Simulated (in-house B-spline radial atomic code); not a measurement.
Orbital energies and mean radii along the 22-electron series, configuration [Ar] 3d4. The effective charge is n√(-2ε), a non-relativistic measure. Computed with a B-spline radial code for spherical atoms: non-relativistic Hartree-Fock, average of the configuration, point nuclei.

This level leaves out relativity, spin-orbit splitting included, which matters for heavy ions.

```tsv
ion	Z	energy of 1s (Eh)	mean radius of 1s (bohr)	energy of 3s (Eh)	mean radius of 3s (bohr)	energy of 3p (Eh)	mean radius of 3p (bohr)	effective charge of 1s
Eu41+	63	-1772.37	0.024079	-130.08	0.24999	-124.32	0.23868	59.538
Gd42+	64	-1832.16	0.023699	-135.54	0.24543	-129.67	0.23419	60.534
Tb43+	65	-1892.95	0.023331	-141.12	0.24104	-135.13	0.22987	61.53
Dy44+	66	-1954.74	0.022974	-146.81	0.2368	-140.7	0.2257	62.526
Ho45+	67	-2017.53	0.022627	-152.61	0.23271	-146.38	0.22169	63.522
Er46+	68	-2081.32	0.022291	-158.52	0.22875	-152.18	0.21781	64.519
Tm47+	69	-2146.11	0.021965	-164.55	0.22493	-158.08	0.21407	65.515
Yb48+	70	-2211.91	0.021648	-170.68	0.22124	-164.1	0.21045	66.512
Lu49+	71	-2278.7	0.021341	-176.92	0.21766	-170.23	0.20696	67.508
Hf50+	72	-2346.49	0.021042	-183.28	0.2142	-176.47	0.20358	68.505
Ta51+	73	-2415.28	0.020751	-189.75	0.21085	-182.82	0.20031	69.502
W52+	74	-2485.07	0.020468	-196.33	0.2076	-189.28	0.19714	70.499
Re53+	75	-2555.86	0.020192	-203.02	0.20445	-195.85	0.19407	71.496
Os54+	76	-2627.65	0.019924	-209.82	0.20139	-202.54	0.1911	72.494
```

Task: How does the screening of 1s change?

Result: Z less the effective charge goes from 3.46 at Z = 63 to 3.51 at Z = 76.
